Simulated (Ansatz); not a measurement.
Calculated with Ansatz (gas phase, PBE0-D4/def2-TZVP geometries, no zero-point term in ΔE). CCSD(T)/CBS adds triple-zeta CCSD(T) − MP2 to the extrapolated MP2 energy (def2 sets, frozen cores). This one scheme is used for every species. def2 core potentials past Kr. For W outer-core shells are correlated without core-valence functions, which leaves a few kJ/mol of doubt a bond. Each species was taken in one conformer, which may not be the lowest.

`C[O][W](=[O])([F])=[S]` + CH₄ → `[CH3][W](=[O])([F])=[S]` + CH₃OH  (formal exchange of groups at a W–O bond)

```csv
species,HF/def2-SVP energy (Eh)
`C[O][W](=[O])([F])=[S]`,-752.46471
CH₄,-40.16918
`[CH3][W](=[O])([F])=[S]`,-677.62906
CH₃OH,-114.95431
```

Question: Work out ΔE.

Answer: ΔE = (-677.62906) + (-114.95431) − (-752.46471) − (-40.16918) = 0.05052 Eh = +132.6 kJ/mol. CCSD(T)/CBS gives +121.9 kJ/mol.

Largest T1 diagnostic among the species: 0.023, so the coupled-cluster value is less sure than usual.

Leaving LDA and LC-ωPBE aside and taking each functional with its dispersion term where it has one, the values, not all of them listed here, spread over 15.2 kJ/mol, from HSE06-D4 to B97M-V. From PBE to PBE0 (25 % exact exchange), in def2-TZVPP and without D4, ΔE moves by −4.3 kJ/mol. At CCSD(T), def2-SVP lies +14.1 kJ/mol from the extrapolated value and def2-TZVPP +2.9 kJ/mol.
